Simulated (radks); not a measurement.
Results of a calculation; reference values are marked as such.
The nuclear charge of the copper ion Cu2+ is varied continuously with 27 electrons held in [Ar] 3d9. Level of theory: scalar-relativistic Kohn-Sham, SCAN, spin-polarised, spherical densities, finite nucleus; open shells are filled with parallel spins first; meta-GGA in the generalised Kohn-Sham scheme; Fermi nuclear charge, rms radius 3.8823 fm (a radial shooting solver on a logarithmic mesh with Libxc functionals). By the Hellmann-Feynman theorem dE/dZ = E(electron-nucleus)/Z, the electronic potential at the nucleus (averaged over a nucleus of fixed radius). The scalar-relativistic energy here is not variational (the density holds large components alone), so the two differ by a part that grows with Z.

[
 {"Z": "28.6", "E (hartree)": "-1600.03621", "E(electron-nucleus)/Z (hartree)": "-133.993", "HOMO": "3d", "e(HOMO) (eV)": "-21.745", "<r> HOMO (bohr)": "0.9791"},
 {"Z": "28.8", "E (hartree)": "-1626.98698", "E(electron-nucleus)/Z (hartree)": "-135.243", "HOMO": "3d", "e(HOMO) (eV)": "-25.287", "<r> HOMO (bohr)": "0.9510"},
 {"Z": "29", "E (hartree)": "-1654.18814", "E(electron-nucleus)/Z (hartree)": "-136.492", "HOMO": "3d", "e(HOMO) (eV)": "-29.010", "<r> HOMO (bohr)": "0.9253"},
 {"Z": "29.2", "E (hartree)": "-1681.64035", "E(electron-nucleus)/Z (hartree)": "-137.740", "HOMO": "3d", "e(HOMO) (eV)": "-32.909", "<r> HOMO (bohr)": "0.9015"},
 {"Z": "29.4", "E (hartree)": "-1709.34236", "E(electron-nucleus)/Z (hartree)": "-138.987", "HOMO": "3d", "e(HOMO) (eV)": "-36.979", "<r> HOMO (bohr)": "0.8794"},
 {"Z": "29.6", "E (hartree)": "-1737.29448", "E(electron-nucleus)/Z (hartree)": "-140.234", "HOMO": "3d", "e(HOMO) (eV)": "-41.216", "<r> HOMO (bohr)": "0.8588"},
 {"Z": "29.8", "E (hartree)": "-1765.49649", "E(electron-nucleus)/Z (hartree)": "-141.479", "HOMO": "3d", "e(HOMO) (eV)": "-45.614", "<r> HOMO (bohr)": "0.8396"},
 {"Z": "30", "E (hartree)": "-1793.94834", "E(electron-nucleus)/Z (hartree)": "-142.725", "HOMO": "3d", "e(HOMO) (eV)": "-50.172", "<r> HOMO (bohr)": "0.8215"}
]

The central difference of E at Z = 29 is -136.633 hartree, to compare with the third column; the second derivative is -6.28 hartree.
